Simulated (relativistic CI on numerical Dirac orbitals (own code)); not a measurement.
Ligand-field terms of d7

Computed with a parametric ligand-field model of a d^n configuration (Racah B and C, spin-orbit zeta, crystal field), exact diagonalisation.

Field parameters in Wybourne normalisation: Oh B⁴₀ = 21Dq, B⁴₄ = √(5/14) B⁴₀; Td as Oh with Dq negative (B⁴₀ = 21Dq, B⁴₄ = √(5/14) B⁴₀). The field is a parameter set, without covalency.

(1) Ground term and bands for B = 830, C = 3650, ζ = 0 cm⁻¹, Oh, 10Dq = 31750 cm⁻¹?

(2) Ground term and bands for B = 1020, C = 4760, ζ = 0 cm⁻¹, Oh, 10Dq = 17800 cm⁻¹?

(3) Ground term and bands for B = 690, C = 3080, ζ = 0 cm⁻¹, Td, 10Dq = -9900 cm⁻¹?

(4) Ground term and bands for B = 470, C = 2310, ζ = 0 cm⁻¹, Td, 10Dq = -9750 cm⁻¹?

(5) Ground term and bands for B = 310, C = 1170, ζ = 0 cm⁻¹, Oh, 10Dq = 33750 cm⁻¹?

## Answers

(1) Ground term 2E with 1.02 electrons in the two orbitals of the cubic e set. Spin-allowed: 2T1 29062 cm⁻¹ (344 nm), 2T2 29921 cm⁻¹ (334 nm), 2T1 34818 cm⁻¹ (287 nm), 2T2 48286 cm⁻¹ (207 nm). Lowest spin-forbidden: 4T1 14268 cm⁻¹ (701 nm), 4T2 44151 cm⁻¹ (226 nm), 4T1 54733 cm⁻¹ (183 nm).

(2) Ground term 4T1 with 2.04 electrons in the two orbitals of the cubic e set. Spin-allowed: 4T2 16063 cm⁻¹ (623 nm), 4T1 29627 cm⁻¹ (338 nm), 4A2 33863 cm⁻¹ (295 nm). Lowest spin-forbidden: 2E 4339 cm⁻¹ (2305 nm), 2T1 19415 cm⁻¹ (515 nm), 2T2 20240 cm⁻¹ (494 nm).

(3) Ground term 4A2 with 4.00 electrons in the two orbitals of the cubic e set. Spin-allowed: 4T2 9900 cm⁻¹ (1010 nm), 4T1 15492 cm⁻¹ (645 nm), 4T1 24558 cm⁻¹ (407 nm). Lowest spin-forbidden: 2E 14043 cm⁻¹ (712 nm), 2T1 14688 cm⁻¹ (681 nm), 2T2 19880 cm⁻¹ (503 nm). With an A2 ground term the first spin-allowed band lies at |10Dq| itself.

(4) Ground term 4A2 with 4.00 electrons in the two orbitals of the cubic e set. Spin-allowed: 4T2 9750 cm⁻¹ (1026 nm), 4T1 14204 cm⁻¹ (704 nm), 4T1 22096 cm⁻¹ (453 nm). Lowest spin-forbidden: 2E 10344 cm⁻¹ (967 nm), 2T1 10762 cm⁻¹ (929 nm), 2T2 15180 cm⁻¹ (659 nm). With an A2 ground term the first spin-allowed band lies at |10Dq| itself.

(5) Ground term 2E with 1.00 electrons in the two orbitals of the cubic e set. Spin-allowed: 2T1 32709 cm⁻¹ (306 nm), 2T2 33020 cm⁻¹ (303 nm), 2T1 35064 cm⁻¹ (285 nm), 2T2 40568 cm⁻¹ (247 nm). Lowest spin-forbidden: 4T1 27877 cm⁻¹ (359 nm), 4T2 60791 cm⁻¹ (164 nm), 4T1 64606 cm⁻¹ (155 nm).
